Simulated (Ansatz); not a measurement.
Ansatz results at the PBE0-D4/def2-TZVP geometry: HOMO energy (ωB97M-V/def2-TZVPP) -10.02 eV; zero-point energy (PBE0-D4/def2-TZVP) 91.1 kJ/mol; LUMO energy (PBE/def2-TZVPP) -3.22 eV.

Each molecule was computed in one conformer, which needn't be the lowest.

(1) Which molecule gave them?
A. `[OH][Zr]([OH])([OH])[F]`
B. `[OH][Zr]([SH])([SH])[SH]`
C. `[F][Zr]([SeH])([SeH])[SeH]`
D. `[SH][Zr]([SH])([SH])[SH]`

Answers

(1) D. The others give `[OH][Zr]([SH])([SH])[SH]`: -9.64, 101.4, -2.69; `[OH][Zr]([OH])([OH])[F]`: -11.39, 101.2, -0.88; `[F][Zr]([SeH])([SeH])[SeH]`: -9.46, 65.2, -3.14.
